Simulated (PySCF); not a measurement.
Heteronuclear NMR

Atoms are numbered as in `[N:1]#[C:2][Si:3]1([C:4]([F:5])([F:6])[F:7])[SiH2:8][CH2:9][SiH2:10]1`; H(Xn) means a hydrogen on atom n.

All values are calculated (PySCF 2.14): coordinates at the GFN2-xTB level, GIAO PBE0/pcSseg-1 shieldings. One averaged value for each set of equivalent atoms, gas phase, a single conformation, relativity neglected.

(1) What are the ¹⁹F shifts?

(2) What are the ²⁹Si shifts?

(3) What are the ¹⁵N shifts?

## Answers

(1) 
```
   atoms              environment  σ (ppm)  δ (ppm)
F5/F6/F7  fluorine of a CF3 group    234.8    -51.2
```

Shieldings were converted by a linear fit to measured shifts: ¹⁹F: δ = 146.13 − 0.903σ +14.6 on sp3 carbon (rms 6.0 ppm, 223 shifts, 7.0 ppm with the 5 outliers that the fit left out vs CFCl3, solution or neat liquid). Occasional misses reach two or three times the rms, and more in compound classes unlike the fitted ones.

On a 400 MHz spectrometer ¹⁹F resonates near 376.4 MHz, so 1 ppm is 376.4 Hz.

(2) 
| atoms | environment | σ (ppm) | δ (ppm) |
| --- | --- | --- | --- |
| Si3 | silicon bonded to 2 C, 2 Si, in a 4-membered ring | 374.1 | -27.5 |
| Si8/Si10 | silicon bonded to C, Si, 2 H, in a 4-membered ring | 389.8 | -40.4 |

Shieldings were converted by a linear fit to measured shifts: ²⁹Si: δ = 279.94 − 0.822σ (rms 8.9 ppm, 72 shifts, 25.8 ppm with the 6 outliers that the fit left out vs TMS, solution or neat liquid). A few per cent of atoms miss by over 2 rms, more outside the fitted compound classes.

On a 500 MHz spectrometer ²⁹Si resonates near 99.3 MHz, so 1 ppm is 99.3 Hz.

(3) 
```csv
atoms,environment,σ (ppm),δ (ppm)
N1,nitrile nitrogen,-113.2,-43.8
```

Shieldings were converted by a linear fit to measured shifts: ¹⁵N: δ = -148.07 − 0.921σ (rms 6.3 ppm, 71 shifts vs CH3NO2, solution or neat liquid). Occasional misses reach two or three times the rms, and more in compound classes unlike the fitted ones.

On a 600 MHz spectrometer ¹⁵N resonates near 60.8 MHz, so 1 ppm is 60.8 Hz.
